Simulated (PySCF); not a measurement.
C₅H₃OS (doublet state).
Bonds: O1–C2 (double), C2–C3, C3–C4 (double), C4–S5, S5–C6, C6–C7 (double), C2–C7. Hydrogens: H8 on C4; H9 on C6; H10 on C7.

Computed geometry: GFN2-xTB, gas phase. This method treats the open shell by occupation alone, without spin polarisation.

(1) Give the optimised bond lengths and angles.

Answers

(1) 
```
  bond  length (bohr)
 O1=C2          2.290
 C2–C3          2.708
 C3=C4          2.454
 C4–S5          3.382
 S5–C6          3.246
 C6=C7          2.532
 C2–C7          2.795
 C4–H8          2.034
 C6–H9          2.042
C7–H10          2.044
```

A selection of angles:
```
    angle  degrees
 O1–C2–C3    128.5
 O1–C2–C7    121.0
 C3–C2–C7    110.6
 C2–C3–C4    133.4
 C3–C4–S5    122.9
 C3–C4–H8    125.7
 S5–C4–H8    111.4
 C4–S5–C6     98.3
 S5–C6–C7    127.4
 S5–C6–H9    112.1
 C7–C6–H9    120.5
C6–C7–H10    119.3
 C2–C7–C6    127.5
C2–C7–H10    113.2
```

Torsions: O1–C2–C3–C4 180° (antiperiplanar); C2–C3–C4–S5 0° (synperiplanar); C3–C4–S5–C6 0° (synperiplanar); C4–S5–C6–C7 0° (synperiplanar); S5–C6–C7–C2 0° (synperiplanar); O1–C2–C7–C6 180° (antiperiplanar).

S5 (sulfur bonded to 2 C) is bent (angle 98.3°). The 2 C–S bonds span 1.718 Å (S5–C6, drawn single) to 1.790 Å (C4–S5, drawn single), a spread of 0.072 Å. C2 (carbon bonded to 2 C and O) is planar (angles 128.5°, 121.0° and 110.6°, sum 360.0°, 0.00 Å off the plane of its three neighbours). C6 (carbon bonded to C, S and H) is planar (angles 127.4°, 120.5° and 112.1°, sum 360.0°, 0.00 Å off the plane of its three neighbours). C4 (carbon bonded to C, S and H) is planar (angles 125.7°, 122.9° and 111.4°, sum 360.0°, 0.00 Å off the plane of its three neighbours). The 4 C–C bonds span 1.299 Å (C3=C4, drawn double) to 1.479 Å (C2–C7, drawn single), a spread of 0.180 Å. C7 (carbon bonded to 2 C and H) is planar (angles 127.5°, 119.3° and 113.2°, sum 360.0°, 0.00 Å off the plane of its three neighbours).

Point group: Cs (every atom within 0.08 Å of its image). No frequency check.

One conformer stands for the species.
